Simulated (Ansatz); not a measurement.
Species: sum formula SiBr₂F, net charge 0, doublet state. It need not be the lowest isomer of its formula. 
Structure (B3LYP-D3(BJ)/def2-TZVP (Ansatz, a program for electronic structure) minimum search):
SMILES: F[Si](Br)Br
```xyz
4

F     -0.0303     2.1031    -0.1605
Si    -0.0080     0.6736     0.5524
Br    -1.8389    -0.4313    -0.0847
Br     1.8499    -0.3789    -0.0950
```
Charge 0, spin multiplicity 2.

Basis-set convergence of Hartree-Fock and MP2 correlation energies (hartree) with Ansatz. Cores are frozen in the correlated levels unless marked. UHF or UKS for open shells. Spin-orbit coupling is left out. Frozen are the shells of the preceding noble gas and the d and f shells that filled before the atom's block. No relativistic terms.

| basis | functions | E(HF) | E(corr, MP2) |
|---|---|---|---|
| def2-SVP | 96 | -5532.51590 | -0.49371 |
| def2-TZVPP | 169 | -5533.38973 | -0.65894 |
| def2-QZVPP | 305 | -5533.50249 | -0.72753 |

Extrapolating the two largest sets (X = 3 and 4) as X^-3: E(corr) = (64·(-0.72753) - 27·(-0.65894))/37 = -0.7776 Eh, an estimate of the basis-set limit. The largest set recovers 93.6 % of it, the smallest 63.5 %.
